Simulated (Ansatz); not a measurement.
Reaction (ligand exchange at the Si–O bond): `CO[SiH2][AlH2]` + H₂S → `[AlH2][SiH2]S` + CH₃OH

Program: Ansatz. Geometries: PBE0-D4/def2-TZVP. ΔE: electronic, gas phase. CBS: MP2 limit from def2 TZ/QZ plus the TZ coupled-cluster correction, frozen cores. This one scheme is used for every species. Functionals use def2-TZVPP. B3LYP here is the variant with VWN-RPA as its local correlation; programs differ in this. HSE06 is defined as in plane-wave codes. One conformer a species, not always the lowest.

`CO[SiH2][AlH2]`:

Z-matrix (Å, degrees):
```
C
O 1 1.409
H 1 1.092 2 108.4
H 1 1.097 2 111.4 3 -119.4
H 1 1.097 2 111.4 3 119.4
Si 2 1.654 1 121.6 3 -179.6
Al 6 2.459 2 108.9 1 179.9
H 6 1.500 2 109.6 1 -57.1
H 6 1.500 2 109.5 1 56.9
H 7 1.588 6 122.1 2 -0.1
H 7 1.591 6 118.8 2 180.0
```

H₂S:

Cartesian coordinates in Å:
```
S -0.493 -0.170 -0.334
H 0.208 0.969 -0.223
H 0.286 -0.799 0.558
```

`[AlH2][SiH2]S`:

Z-matrix (Å, degrees):
```
Si
S 1 2.149
Al 1 2.458 2 107.2
H 1 1.493 2 110.1 3 -121.7
H 1 1.493 2 110.2 3 121.7
H 2 1.344 1 96.4 3 180.0
H 3 1.588 1 119.4 2 180.0
H 3 1.586 1 120.7 2 -0.0
```

CH₃OH:

Z-matrix (Å, degrees):
```
C
O 1 1.409
H 1 1.097 2 112.4
H 1 1.090 2 107.0 3 -118.5
H 1 1.097 2 112.4 3 123.0
H 2 0.959 1 108.5 3 -61.6
```

```csv
level,ΔE (kJ/mol),difference from CCSD(T)/CBS
LDA (SPW92),17.9,-3.9
PBE-D4,11.7,-10.1
revPBE-D4,12.0,-9.8
BLYP-D4,26.1,4.3
r2SCAN-D4,19.5,-2.3
B97M-V,23.9,2.1
PBE0-D4,12.7,-9.1
B3LYP-D4,26.1,4.3
r2SCANh-D4,19.2,-2.6
HSE06-D4,12.3,-9.5
BHLYP-D4,28.3,6.5
CAM-B3LYP-D4,31.6,9.8
ωB97X-V,24.0,2.2
ωB97M-V,23.5,1.7
B2PLYP,26.5,4.7
PBE-QIDH,17.3,-4.5
PBE,11.5,-10.3
revPBE,9.1,-12.7
BLYP,25.6,3.8
r2SCAN,19.2,-2.6
PBE0,12.5,-9.3
r2SCAN0,18.5,-3.3
HSE06,12.2,-9.6
BHLYP,29.8,8.0
CAM-B3LYP,31.6,9.8
LC-ωPBE,19.0,-2.8
RPA@PBE/def2-TZVPP,28.7,6.9
HF/def2-SVP,25.5,3.7
MP2/def2-SVP,22.3,0.5
CCSD/def2-SVP,24.0,2.2
CCSD(T)/def2-SVP,23.5,1.7
HF/def2-TZVPP,34.0,12.2
MP2/def2-TZVPP,23.2,1.4
SCS-MP2/def2-TZVPP,27.8,6.0
CCSD/def2-TZVPP,27.2,5.4
CCSD(T)/def2-TZVPP,25.3,3.5
MP2/def2-QZVPP,21.6,-0.2
HF/CBS(def2),35.5,13.7
MP2/CBS(def2),19.6,-2.2
CCSD/CBS(def2),23.6,1.8
CCSD(T)/CBS,21.8,0
```

Largest T1 diagnostic among the species: 0.012.

In def2-TZVPP, CCSD(T) changes the Hartree–Fock value by −8.6 kJ/mol (the triples alone add −1.9 kJ/mol) and MP2 by −10.7 kJ/mol. From BLYP to BHLYP (50 % exact exchange), in def2-TZVPP and without D4, ΔE moves by +4.2 kJ/mol. Leaving LDA and LC-ωPBE aside and taking each functional with its dispersion term where it has one, the values spread over 20.0 kJ/mol, from PBE-D4 to CAM-B3LYP-D4. LDA lies +6.4 kJ/mol from PBE without D4.
